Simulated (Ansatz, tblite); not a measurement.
Removing an electron: PPPSb tetrahedron (SbP₃). Total charge 0; singlet. Geometry: PBE0-D4/def2-SVP. Ansatz, gas phase; energy differences of separate SCF runs; the oxidised species was run as a doublet alone.

Cartesian coordinates in Å:
```
P -0.457 0.218 1.295
P -0.335 -1.316 -0.300
P -0.801 0.788 -0.819
Sb 1.593 0.309 -0.176
```

In the def2 sets Sb takes a core potential; there is no spin–orbit coupling. The xTB rows come from tblite. Correlated methods freeze 19 core orbitals; core or outer-core shells of Sb are correlated, in sets that lack core-valence functions. HOMO above LUMO, or a gap near zero within one spin, warns that the state may not be the lowest or that an electron is smeared out.

```tsv
level	−HOMO (eV)	vertical IE (eV)	−LUMO (eV)	HOMO–LUMO gap (eV)	remarks
GFN1-xTB	9.72	13.67	6.48	3.24	–
GFN2-xTB	10.37	12.82	7.66	2.72	–
HF/def2-TZVPP	–	7.94	–	–	–
PBE-D4/def2-TZVP	6.07	8.77	2.18	3.89	gap within one spin near zero (+1 doublet)
r2SCAN-D4/def2-TZVP	6.31	8.86	2.07	4.24	–
PBE0-D4/def2-TZVP	6.98	8.85	1.50	5.48	–
MP2/def2-TZVPP	–	9.09	–	–	–
CCSD/def2-TZVPP	–	8.79	–	–	–
CCSD(T)/def2-TZVPP	–	8.88	–	–	–
```

  Raw xTB energy differences between charge states are shifted by several eV; the methods need an empirical correction for them.
